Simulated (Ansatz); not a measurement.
C4H5FO2, charge +1, doublet (typed; the unrestricted solution is spin-contaminated), geometry from GFN2-xTB of the parent state (a state made from the parent by changing its charge; the spin is typed, not shown lowest); MP2/STO-3G (Ansatz, an electronic-structure program).

Input for Ansatz:
Ansatz 0.2 input:
```yaml
crystal:
  periodic: [false, false, false]
  atoms:
    - {symbol: C, position_ang: [-2.15014687, -0.55085453, -0.73440341]}
    - {symbol: C, position_ang: [-1.07404008, -0.49982847, 0.03576137]}
    - {symbol: F, position_ang: [-1.02793564, -1.13924091, 1.21755393]}
    - {symbol: C, position_ang: [0.16204153, 0.25253455, -0.32244262]}
    - {symbol: O, position_ang: [0.28142013, 0.87837169, -1.34564682]}
    - {symbol: O, position_ang: [1.09786179, 0.14632852, 0.61587585]}
    - {symbol: C, position_ang: [2.31646759, 0.83011244, 0.36603768]}
    - {symbol: H, position_ang: [-2.14763970, -0.02623542, -1.67173638]}
    - {symbol: H, position_ang: [-3.02673030, -1.10314185, -0.44715679]}
    - {symbol: H, position_ang: [2.94229270, 0.66177945, 1.23824123]}
    - {symbol: H, position_ang: [2.79381919, 0.43491816, -0.53299557]}
    - {symbol: H, position_ang: [2.12949060, 1.89646219, 0.22411180]}
basis:
  gaussian:
    orbitals: STO-3G
total_charge: 1
magnetization: {spin_polarized: true, initial_magnetization: 1}
correlation: {method: mp2}
```

Question: Write the output that Ansatz gives for this input, abridged.

Answer: 
```
Functional definition: HF
578 factors; integrals over basis functions are off by at most 3.0e-5 eV
mean field evaluation 1: about -10819.2574 eV, gradient 3.5e1 eV
mean field evaluation 2: about -10819.5785 eV, gradient 3.5e1 eV
mean field evaluation 4: about -10827.8400 eV, gradient 3.4e0 eV
mean field evaluation 8: about -10828.0812 eV, gradient 9.2e-1 eV
mean field evaluation 16: about -10828.4548 eV, gradient 1.1e-4 eV
mean field evaluation 32: about -10828.9350 eV, gradient 2.9e0 eV
mean field evaluation 64: about -10825.0465 eV, gradient 1.1e1 eV
mean field evaluation 96: about -10828.4613 eV, gradient 5.8e-3 eV
mean field -10829.18954924 eV, -397.9653756462 hartree, gradient 3.0e-6 eV, S^2 1.032346; 14 other end points of the search recorded, 0 dependent functions left out
7 core orbitals not correlated
reference -10829.18954924 eV, -397.9653756462 hartree; 20, 19 occupied and 13, 14 virtual orbitals, 578 factors
second order -8.07072566 eV of doubles, -0.00000000 eV of singles
Total energy: -10837.26027490 eV, -398.2619693438 hartree
```
